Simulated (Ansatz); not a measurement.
Computed with Ansatz on PBE0-D4/def2-TZVP structures; ΔE is electronic, products minus reactants. CCSD(T)/CBS adds triple-zeta CCSD(T) − MP2 to the extrapolated MP2 energy (def2 sets, frozen cores). DFT in def2-TZVPP. B3LYP here is the variant with VWN-RPA as its local correlation; programs differ in this. HSE06 is defined as in plane-wave codes. No spin–orbit coupling; open shells (•) take unrestricted orbitals. For Br outer-core shells are correlated without core-valence functions, which leaves a few kJ/mol of doubt a bond. Scalar relativity is left out up to krypton. One conformer a species, not always the lowest.

`CNBBr` → `[BH]Br`• + `C[NH]`•  (homolysis of the B–N bond)

`CNBBr`:

```xyz
9

C    -0.236    1.061    0.539
N     0.185    0.073   -0.428
B     0.119   -1.294   -0.267
Br    0.737   -2.451   -1.688
H    -1.029    1.698    0.137
H     0.597    1.700    0.844
H    -0.620    0.554    1.424
H     0.557    0.450   -1.287
H    -0.310   -1.792    0.726
```

`[BH]Br`•:

Z-matrix (Å, degrees):
```
B
Br 1 1.868
H 1 1.193 2 123.6
```

`C[NH]`•:

Z-matrix (Å, degrees):
```
C
N 1 1.430
H 1 1.101 2 111.7
H 1 1.101 2 111.4 3 -117.9
H 1 1.091 2 110.8 3 121.2
H 2 1.025 1 106.9 3 58.2
```

```tsv
level	ΔE (kJ/mol)	difference from CCSD(T)/CBS
LDA (SPW92)	651.3	63.9
PBE-D4	572.2	-15.2
revPBE-D4	555.7	-31.7
BLYP-D4	557.7	-29.7
r2SCAN-D4	551.8	-35.6
B97M-V	568.9	-18.5
PBE0-D4	571.7	-15.7
B3LYP-D4	565.9	-21.5
r2SCANh-D4	552.0	-35.4
r2SCAN0-D4	552.3	-35.1
HSE06-D4	571.9	-15.5
BHLYP-D4	560.4	-27.0
CAM-B3LYP-D4	577.1	-10.3
ωB97X-V	581.7	-5.7
ωB97M-V	592.1	4.7
B2PLYP	571.3	-16.1
PBE	565.4	-22.0
revPBE	536.1	-51.3
PBE0	565.8	-21.6
B3LYP	554.9	-32.5
r2SCANh	550.0	-37.4
r2SCAN0	550.0	-37.4
HSE06	566.3	-21.1
BHLYP	552.1	-35.3
CAM-B3LYP	570.9	-16.5
LC-ωPBE	571.8	-15.6
RPA@PBE/def2-TZVPP	552.5	-34.9
HF/def2-SVP	466.7	-120.7
MP2/def2-SVP	606.8	19.4
CCSD/def2-SVP	573.5	-13.9
CCSD(T)/def2-SVP	580.6	-6.8
HF/def2-TZVPP	448.8	-138.6
MP2/def2-TZVPP	606.1	18.7
SCS-MP2/def2-TZVPP	594.4	7.0
CCSD/def2-TZVPP	565.7	-21.7
HF/def2-QZVPP	448.5	-138.9
MP2/def2-QZVPP	612.6	25.2
SCS-MP2/def2-QZVPP	601.9	14.5
HF/CBS(def2)	448.5	-138.9
MP2/CBS(def2)	617.7	30.3
CCSD(T)/CBS	587.4	0
```

Largest T1 diagnostic among the species: 0.013.

From BLYP to BHLYP (50 % exact exchange), in def2-TZVPP and without D4, ΔE moves by +9.2 kJ/mol. At CCSD(T), def2-SVP lies −6.8 kJ/mol from the extrapolated value and def2-TZVPP −11.6 kJ/mol.
